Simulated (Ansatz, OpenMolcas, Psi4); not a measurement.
## How methods differ on SnSe (SMILES [Se][Sn])

SnSe: 2 atoms, total charge 0, spin state singlet. SMILES: `[Se][Sn]`. The shape is that of a PBE0-D4/def2-TZVP optimisation.

```csv
atom,x (Å),y (Å),z (Å)
Se,0.0000,0.0000,0.0065
Sn,0.0000,0.0000,2.3318
```

Quantity: the energy change with the Se1–Sn2 bond stretched from 2.325 to 2.674 Å, in eV. The values are calculated.

```json
{"level": "HF/def2-TZVP (core potential) (restricted)", "kind": "Hartree–Fock", "program": "Psi4", "value (eV)": "0.98", "less CCSD(T)/def2-TZVP": "+0.28"}
{"level": "SVWN5/def2-TZVP (core potential) (restricted)", "kind": "LDA", "program": "Psi4", "value (eV)": "0.76", "less CCSD(T)/def2-TZVP": "+0.06"}
{"level": "r2SCAN/def2-TZVP (core potential) (restricted)", "kind": "meta-GGA", "program": "OpenMolcas", "value (eV)": "0.74", "less CCSD(T)/def2-TZVP": "+0.04"}
{"level": "B3LYP/def2-TZVP (core potential) (restricted)", "kind": "global hybrid", "program": "Psi4", "value (eV)": "0.66", "less CCSD(T)/def2-TZVP": "-0.04"}
{"level": "TPSSh/def2-TZVP (core potential) (restricted)", "kind": "hybrid meta-GGA", "program": "Psi4", "value (eV)": "0.73", "less CCSD(T)/def2-TZVP": "+0.03"}
{"level": "wB97X-V/def2-TZVP (core potential) (restricted)", "kind": "range-separated hybrid", "program": "Psi4", "value (eV)": "1.00", "less CCSD(T)/def2-TZVP": "+0.30"}
{"level": "B2PLYP/def2-TZVP (core potential) (restricted)", "kind": "double hybrid", "program": "Ansatz", "value (eV)": "0.65", "less CCSD(T)/def2-TZVP": "-0.05"}
{"level": "RPA@PBE/def2-TZVP (core potential) (restricted)", "kind": "RPA", "program": "Ansatz", "value (eV)": "0.61", "less CCSD(T)/def2-TZVP": "-0.09"}
{"level": "OMP2/def2-TZVP (core potential, density fitting for correlation) (restricted)", "kind": "perturbation theory", "program": "Psi4", "value (eV)": "0.57", "less CCSD(T)/def2-TZVP": "-0.13"}
{"level": "CCSD(T)/def2-TZVP (core potential) (restricted)", "kind": "coupled cluster or CI", "program": "Ansatz", "value (eV)": "0.70", "less CCSD(T)/def2-TZVP": "0.00"}
```

Differences are taken from CCSD(T)/def2-TZVP (core potential) (restricted) for orientation; it has basis-set and higher-order errors of its own. Its T1 diagnostic reaches 0.033, a sign that one reference may not serve. The first shape isn't each level's own minimum. The values span 0.57 to 1.00 eV. In the correlated wave-function rows the outer d shell of Se, Sn is correlated, in sets not made for it.
